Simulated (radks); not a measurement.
The selenium anion Se- inside a hard spherical wall (all orbitals vanish at R), configuration held at [Ar] 3d10 4s2 4p5 and not refilled when levels cross. All-electron calculation, non-relativistic Kohn-Sham, PBE, spin-polarised, spherical densities, point nucleus; open shells are filled with parallel spins first. Program: a radial shooting solver on a logarithmic mesh with Libxc functionals. Eigenvalues in eV for spin up, with the zero of energy where the potential of the charges vanishes at infinity; a dash marks a level that is unbound or too diffuse for the functional's potential to be trusted. A positive occupied level is held by the wall or, in an anion where self-interaction has pushed it up, behind a barrier. The pressure on the wall is -dE/dV.

R (bohr)  E (hartree)  kinetic (hartree)    e(3p)    e(3d)   e(4s)   e(4p)  e(5s, empty)  e(5p, empty)  pressure (GPa)
20        -2401.26376           2399.788  -143.31  -46.406  -9.355   0.320         2.307         2.554        < 0.0001
15        -2401.26368           2399.788  -143.28  -46.383  -9.333   0.340         2.910         3.456        0.000523
8         -2401.25438           2399.838  -142.62  -45.717  -8.749   0.875         6.189         8.648           0.284
6         -2401.20641           2400.065  -140.94  -44.048  -7.433   2.185        11.175        15.660            3.72
5         -2401.09838           2400.537  -138.54  -41.667  -5.666   4.100        17.775        24.067            17.4
4         -2400.71033           2402.073  -133.02  -36.202  -1.572   8.849        33.373        42.424             105
3.5       -2400.17824           2403.981  -127.81  -31.082   2.621  13.850        49.352        60.317             291
3         -2399.00800           2407.828  -119.66  -23.093  10.187  22.883        77.574        90.947             898
2.5       -2396.19946           2416.382  -106.41  -10.124  25.473  40.809        131.57        147.84            3260
1.5       -2361.26938           2513.710  -29.086   69.716  177.32  204.32        553.26        568.21          107000
